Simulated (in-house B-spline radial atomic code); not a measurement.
Al²⁺. Computed with a B-spline radial atomic code. Model: non-relativistic spherical atom: semilocal Troullier-Martins pseudo-atom, one channel per l, against all electrons, high spin, G0W0 and RPA with empty states to l = 8, local potential for every l without a channel, a model core (radius 0 = none) keeps its share of the functional.

What the tables leave out is listed at the end.

The pseudopotential gives back the lowest level of each angular momentum of its own functional in the configuration it was made in; a second state of the same l is only approximately right. Exact exchange, RPA and GW see the smooth pseudo-orbitals and miss the exchange with the core, for which the functional's share stands in. The column with an uncorrelated core keeps all orbitals and exact exchange, and so separates missing core correlation from pseudisation. Only the three outermost levels and the lowest empty one were computed. RPA here is direct RPA, with no exchange kernel, and its energies carry an (l + 1/2)⁻⁴ tail. A hybrid on a potential with a model core restores only its own semilocal share of the core's exchange.

Command:
```bash
python run_psgw.py task.json out
```
Settings (lengths in bohr, energies in hartree):
```
Z                      13
electrons              11
configuration          [Ne] 3s1
generated_in           [Ne] 3s1
functional             lda,vwn
core_shells            1
radius_factor          0.8
core_correction        True
ion_configuration      [He] 2s2 2p6
```

Run time, properties included: 30 s on 1 thread of Arm Neoverse N1, on a shared host.

Given: made with LDA VWN5; model core radius 0.18 bohr; local radius 0.414 bohr; mean-field start LDA VWN5.

Valence shells of the generating configuration: 2s, 2p, 3s.

Channel: s 0.396, p 0.517 (radii in bohr).

Computed: largest level miss in the spin-unpolarised generating configuration 0.023 eV; valence RPA correlation energy all-electron orbitals -0.52635 hartree; valence RPA correlation energy pseudo -0.52846 hartree; pseudo-atom RPA polarisability 8.8272 bohr³; ionisation by mean-field all-electron 28.819 eV; ionisation by RPA all-electron 29.06 eV; ionisation by RPA pseudo minus all 0.072 eV.

```
          level  occupied  mean-field all-electron (eV)  mean-field pseudo minus all (eV)  G0W0 all-electron (eV)  G0W0 uncorrelated core minus all (eV)  G0W0 pseudo minus all (eV)  exchange self-energy all-electron (eV)  exchange self-energy pseudo (eV)
          3s up         1                       -24.542                            -0.023                 -29.219                                  0.003                      -0.075                                 -13.607                            -13.34
3s down (empty)         0                        -22.65                            -0.024                 -19.057                                  0.003                      -0.062                                 -2.3504                           -2.0763
```

Question: What is the ionisation by mean-field pseudo minus all?

Answer: 0.029 eV.

Question: What is the all-electron RPA polarisability, core included?

Answer: 8.8673 bohr³.

Given: mean-field start PBE0.

Computed: valence RPA correlation energy pseudo -0.50635 hartree; all-electron RPA polarisability, core included 7.7211 bohr³; pseudo-atom RPA polarisability 7.7168 bohr³; ionisation by mean-field all-electron 28.684 eV; ionisation by RPA all-electron 28.954 eV; ionisation by RPA pseudo minus all 0.061 eV.

```tsv
level	occupied	mean-field all-electron (eV)	mean-field pseudo minus all (eV)	G0W0 all-electron (eV)	G0W0 uncorrelated core minus all (eV)	G0W0 pseudo minus all (eV)	exchange self-energy all-electron (eV)	exchange self-energy pseudo (eV)
3s up	1	-25.456	0	-29.114	0.003	-0.045	-13.353	-13.091
2p down	?	?	?	?	?	?	?	?
2p up	1	-95.055	0.078	-104.57	0.06	0.473	-60.326	-58.38
3s down (empty)	0	-20.928	-0.004	-18.747	0.003	-0.046	-2.2576	-1.9914
```

Question: What belongs in the row 2p down?

Answer: occupied: 1; mean-field all-electron (eV): -94.802; mean-field pseudo minus all (eV): 0.096; G0W0 all-electron (eV): -104.31; G0W0 uncorrelated core minus all (eV): 0.061; G0W0 pseudo minus all (eV): 0.507; exchange self-energy all-electron (eV): -60.089; exchange self-energy pseudo (eV): -58.087.

Question: What is the valence RPA correlation energy all-electron orbitals?

Answer: -0.50461 hartree.

Question: What is the ionisation by mean-field pseudo minus all?

Answer: 0.002 eV.

Among the listed levels the largest G0W0 shift of the pseudo-atom is +0.51 eV, for 2p down on the PBE0 start, while leaving the core uncorrelated moves that level by +0.06 eV. So pseudisation and the lost core exchange, not the missing core correlation, make the error. Not in the tables (levels of low weight, unsolved or above zero; the highest and the empty levels are kept at any weight): on LDA the G0W0 levels 2p down (pseudo minus all -0.01 eV, weights 0.60 and 0.60), 2p up (pseudo minus all -0.03 eV, weights 0.60 and 0.60); no Hartree-Fock pseudo-atom is run with a model core.
